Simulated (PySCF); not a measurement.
Structure problem from calculated spectra and properties.

Elements present: C, H, O, S and Si. Monoisotopic mass: 144.0065 u.

| Quantity | Value |
| --- | --- |
| 13C NMR | chemical shifts (computed TMS as zero) by class: 91.0 (1 C), 86.0 (1 C), 77.1 (1 C), 42.5 (1 C), 5.0 (1 C) ppm [GIAO PBE0/pcSseg-1] |
| 1H NMR | chemical shifts (computed TMS as zero) by class: 5.57 (1 H), 5.56 (1 H), 4.49 (1 H), 3.86 (1 H), 3.82 (1 H), 2.04 (3 H) ppm [GIAO PBE0/pcSseg-1] |
| Dipole | 1.35 D [CAM-B3LYP/def2-SVPD] |
| Rotational structure | rotational constants A, B, C: 2.332, 0.933, 0.895 GHz [GFN2-xTB] |
| UV, first state | lowest singlet excitation: 5.27 eV (235 nm, f = 0.006) [TDDFT CAM-B3LYP/def2-SVPD] |
| NMR, other nuclei | isotropic shieldings of nuclei other than C and H, by class: 302 (1 O), 346 (1 Si), 572 (1 S) ppm [GIAO PBE0/pcSseg-1] |

Gas-phase values; electronic properties from PySCF, density fitting. Levels stand in brackets. One conformer (not necessarily the lowest) at the GFN2-xTB geometry, without solvent, vibrations or thermal averaging. NMR classes are plain means over equivalent atoms (diastereotopic ones count apart unless rotation or inversion swaps them), as if these changed places fast.

Question: Which formula fits the mass and the elements?

Answer: C5H8OSSi (calculated 144.0065). No other formula that holds each of these elements comes within 0.0003 u with a fitting electron parity and a possible valence count.

Question: Give a SMILES that accounts for the data.

Answer: Numbering: `[CH3:1][C:2]#[C:3][C@@H:4]1[CH2:5][O:6][SiH2:7][S:8]1`. Its formula, C5H8OSSi, gives 3 degrees of unsaturation: 1 ring and 2 π bonds in the structure found. 5 carbons fall into 5 classes; from least to most shielded: alkyne carbon [C2] (91.0 ppm), alkyne carbon [C3] (86.0 ppm), ring sp3 carbon bound to oxygen [C5] (77.1 ppm), ring sp3 carbon bound to sulfur [C4] (42.5 ppm), propargylic carbon [C1] (5.0 ppm). Hydrogen classes from least to most shielded: 1 H on an oxygen-bound silicon, Si7 (5.57 ppm), 1 H on an oxygen-bound silicon, Si7 (5.56 ppm), 1 H on an sp3 carbon bound to oxygen, C5 (4.49 ppm), 1 H on an sp3 carbon bound to oxygen, C5 (3.86 ppm), 1 H on an sp3 carbon bound to sulfur, C4 (3.82 ppm), 3 H on a propargylic carbon, C1 (2.04 ppm). The other shieldings belong to: 302 ppm, silyl ether oxygen [O6]; 346 ppm, oxygen-bound silicon [Si7]; 572 ppm, sulfur bonded to C and Si [S8]. The optimised geometry has point group C1 and is an asymmetric top. Structure: `CC#C[C@@H]1CO[SiH2]S1`. Computed isomers that give other values at the same levels: `C=C(C)[Si@H]1OC=CS1` (13C chemical shifts (computed TMS as zero) by class: 150.3 (1 C), 147.3 (1 C), 137.4 (1 C), 108.3 (1 C), 24.2 (1 C) ppm); `C[SiH2]c1ccc(S)o1` (13C chemical shifts (computed TMS as zero) by class: 156.6 (1 C), 155.6 (1 C), 131.5 (1 C), 111.2 (1 C), -5.5 (1 C) ppm); `C=C1C=C(SC)O[SiH2]1` (13C chemical shifts (computed TMS as zero) by class: 172.4 (1 C), 150.1 (1 C), 119.1 (1 C), 111.9 (1 C), 17.9 (1 C) ppm). The assignments are read from this structure; whether some other isomer fits the data as well wasn't checked. The mirror image fits equally.
